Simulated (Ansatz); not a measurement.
Cu₁₂Pd⁺. Total charge 1; doublet. Geometry PBE-D4/def2-SVP.

```
atom    x (Å)    y (Å)    z (Å)
 Pd1   0.2192  -1.7751   1.3488
 Cu2   1.7572  -0.2829  -0.1856
 Cu3   1.3490   2.1394  -0.4571
 Cu4   0.1439  -1.7722  -1.1839
 Cu5  -0.1803   0.6109  -1.5640
 Cu6  -2.6034   1.1586  -1.3847
 Cu7  -1.0191   2.1997   0.1313
 Cu8  -1.4701  -0.2014   0.3028
 Cu9   2.8840   1.4060   1.2288
Cu10   2.2949  -0.6553   2.2294
Cu11  -2.0390  -1.0811  -1.9384
Cu12  -1.8049  -2.5755   0.0072
Cu13   0.4686   0.8287   1.4655
```

In the def2 sets Pd takes a core potential; there is no spin–orbit coupling. B3LYP takes the VWN-RPA correlation. Single mean-field runs in def2-SVP, def2-TZVP are fitted with def2-universal-jkfit. Another isomer (doublet) lies 0.27 eV lower at PBE0-D4/def2-TZVP; other spin states weren't run for this one.

(1) Estimate the α-spin orbital energies around the gap (eV) in Ansatz with PBE-D4/def2-SVP, PBE-D4/def2-TZVP, B3LYP-D4/def2-TZVP, PBE0-D4/def2-SVP, PBE0-D4/def2-TZVP.

Answers

(1) 
```
orbital  PBE-D4/def2-SVP  PBE-D4/def2-TZVP  B3LYP-D4/def2-TZVP  PBE0-D4/def2-SVP  PBE0-D4/def2-TZVP
 HOMO−9            -8.84             -9.18              -10.48            -10.34             -10.67
 HOMO−8            -8.80             -9.13              -10.31            -10.14             -10.47
 HOMO−7            -8.71             -9.02              -10.05             -9.90             -10.19
 HOMO−6            -8.65             -8.97               -9.95             -9.81             -10.09
 HOMO−5            -8.57             -8.90               -9.87             -9.73             -10.01
 HOMO−4            -8.53             -8.85               -9.83             -9.67              -9.97
 HOMO−3            -8.49             -8.80               -9.69             -9.51              -9.79
 HOMO−2            -8.18             -8.48               -8.91             -8.63              -8.91
 HOMO−1            -8.05             -8.37               -8.80             -8.51              -8.82
   HOMO            -7.91             -8.22               -8.57             -8.29              -8.59
   LUMO            -6.88             -7.17               -6.56             -6.05              -6.31
 LUMO+1            -6.69             -6.99               -6.39             -5.88              -6.15
 LUMO+2            -6.36             -6.65               -6.00             -5.48              -5.73
 LUMO+3            -5.93             -6.21               -5.56             -5.04              -5.29
 LUMO+4            -5.80             -6.10               -5.47             -4.96              -5.25
 LUMO+5            -5.42             -5.71               -5.07             -4.61              -4.88
 β HOMO            -8.01             -8.32               -8.76             -8.46              -8.77
 β LUMO            -7.74             -8.04               -7.49             -6.94              -7.21
```
